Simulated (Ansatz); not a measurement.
Li₃Si₂, relaxed as a doublet with UKS PBE0-D4/def2-TZVP in Ansatz, starting from the GFN2-xTB geometry. Force threshold 0.02 eV/Å.

The relaxation made no stability test and no search for a lower SCF solution. Another isomer (doublet) lies 0.30 eV lower at PBE0-D4/def2-TZVP; other spin states weren't run for this one.

Start:

```xyz
5

Li    0.654    0.809    1.244
Li    0.703    1.522   -1.192
Li   -1.486    0.611   -0.145
Si    0.551   -1.184   -0.893
Si   -0.423   -1.757    0.987
```

**Question.** Estimate the energy that the relaxation releases and the steps that it takes.

**Answer.** 0.62 eV, in 5 steps; 8.5 s on 4 threads of Arm Neoverse V1 on a shared host. No frequencies were taken in this run, so the end may be a saddle point.

**Question.** Does the start keep its bonding?

**Answer.** By distances, no bond broke or formed, bridged metal pairs apart. The bond that changes most is Li2–Li3, from 2.59 to 3.18 Å (atoms count from 1). Metal–metal contacts that move far: Li2–Li3 2.59 to 3.18 Å, Li1–Li2 2.54 to 3.12 Å.

**Question.** Predict the relaxed structure.

**Answer.** 
```xyz
5

Li    0.7762    0.5917    1.4346
Li    0.8996    1.5171   -1.5447
Li   -1.7098    0.3745   -0.1308
Si    0.5042   -0.7881   -0.7245
Si   -0.4702   -1.6952    0.9654
```
Bond lengths (bridged metal pairs left out): 5 × Li–Si 2.48 to 2.65 Å; 1 × Si–Si 2.15 Å; 1 × Li–Li 2.95 Å.
